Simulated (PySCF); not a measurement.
# Telling isomers of C4H7N3OSi apart by NMR

[PySCF: geometry from GFN2-xTB; GIAO PBE0/pcSseg-1 shieldings; rapidly exchanging positions averaged; in vacuum; a single conformation; non-relativistic Hamiltonian]

Chemical shifts δ = σref − σ; 1H and 13C vs TMS, all at this level. Where no couplings were computed, multiplicities follow the n + 1 count of equivalent neighbours, and m marks all less simple cases (inequivalent or close neighbours, rings, F or P nearby). Shifts are as computed. Against solution values, carbons near 30 ppm lie about +3 ppm off and those near 130 ppm about +5 ppm. Of 1211 compounds with measured shifts, 218 miss one by over three times the rms of a fit or turn the order of signals round; such compounds aren't used in these exercises. OH and NH positions are gas-phase values without hydrogen bonding to other molecules.

(1) Tabulate the signals of `CC(=O)c1cn([SiH3])nn1`, `Cc1ncnnc1O[SiH3]`, `CC(=O)c1n[nH]nc1[SiH3]`, `CC(=O)c1cnn([SiH3])n1` and their relative energies.

(2) What is the quickest way to tell CC(=O)c1cn([SiH3])nn1 from CC(=O)c1cnn([SiH3])n1?

(3) What is the quickest way to tell CC(=O)c1cn([SiH3])nn1 from CC(=O)c1n[nH]nc1[SiH3]?

(4) What is the quickest way to tell Cc1ncnnc1O[SiH3] from CC(=O)c1cnn([SiH3])n1?

Results:

(1) 
```tsv
SMILES	carbon types	δC	δH	E rel. (kcal/mol)
CC(=O)c1cn([SiH3])nn1	2×C 1×CH 1×CH3	197.8, 154.6, 137.3, 31.2	8.34 (s, 1H), 5.37 (s, 3H), 2.92 (s, 3H)	8.6
Cc1ncnnc1O[SiH3]	2×C 1×CH 1×CH3	169.1, 158.6, 156.3, 22.8	9.53 (s, 1H), 5.20 (s, 3H), 2.71 (s, 3H)	0.0
CC(=O)c1n[nH]nc1[SiH3]	3×C 1×CH3	200.0, 157.9, 151.4, 29.3	11.26 (br s, 1H), 4.65 (s, 3H), 2.80 (s, 3H)	11.6
CC(=O)c1cnn([SiH3])n1	2×C 1×CH 1×CH3	196.6, 154.3, 144.5, 30.7	8.48 (s, 1H), 5.33 (s, 3H), 2.74 (s, 3H)	4.8
```

Energies are electronic energies at PBE0/pcSseg-1 on these geometries, without zero-point or thermal terms, each for the one conformer computed, which needn't be the lowest.

(2) Both give the same number of carbon signals, with the same numbers of each carbon type, so the positions decide. The first has an aromatic CH next to a ring nitrogen at 137.3 ppm, the second an aromatic CH next to a ring nitrogen at 144.5 ppm. Their most deshielded carbons lie at 197.8 and 196.6 ppm.

(3) Both give the same number of carbon signals, but DEPT or the intensities differ. The first has an aromatic CH next to a ring nitrogen at 137.3 ppm, the second a substituted aromatic carbon next to a ring nitrogen (C) at 151.4 ppm. Their most deshielded carbons lie at 197.8 and 200.0 ppm. In the proton spectra the most deshielded non-exchanging signals are 8.34 (s, 1H) and 4.65 (s, 3H).

(4) Both give the same number of carbon signals, with the same numbers of each carbon type, so the positions decide. The first has an aromatic carbon bearing oxygen (C) at 169.1 ppm, the second a ketone carbonyl carbon (C) at 196.6 ppm. In the proton spectra the most deshielded non-exchanging signals are 9.53 (s, 1H) and 8.48 (s, 1H).
